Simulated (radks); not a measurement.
Valence configurations of neutral lead. Method: Dirac Kohn-Sham, PBEsol, spin-unpolarised, spherical densities, finite nucleus; open shells are shared between the two j in proportion to 2j + 1; Fermi nuclear charge, rms radius 5.5012 fm; computed with a radial shooting solver on a logarithmic mesh with Libxc functionals. Order these by energy: [Xe] 4f14 5d7.5 6s1 6p5.5; [Xe] 4f14 5d8 6s1 6p5; [Xe] 4f13 5d10 6s2 6p3; [Xe] 4f14 5d10 6s1 6p3; [Xe] 4f14 5d10 6s1.5 6p2.5; [Xe] 4f13.5 5d10 6s2 6p2.5; [Xe] 4f14 5d9 6s2 6p3; [Xe] 4f14 5d8 6s2 6p4; [Xe] 4f14 5d8.5 6p5.5; [Hg] 6p2.

Answer. From the lowest, in eV above it: [Hg] 6p2 0.000; [Xe] 4f14 5d10 6s1.5 6p2.5 4.248; [Xe] 4f14 5d10 6s1 6p3 8.586; [Xe] 4f14 5d9 6s2 6p3 19.074; [Xe] 4f14 5d8 6s2 6p4 41.362; [Xe] 4f14 5d8.5 6p5.5 49.929; [Xe] 4f14 5d8 6s1 6p5 51.689; [Xe] 4f14 5d7.5 6s1 6p5.5 64.439; [Xe] 4f13.5 5d10 6s2 6p2.5 66.609; [Xe] 4f13 5d10 6s2 6p3 137.74. NIST lists [Hg] 6p2 as the ground configuration; this level of theory agrees among the configurations tried. The energies are those of spherical spin-averaged densities, not of single terms.
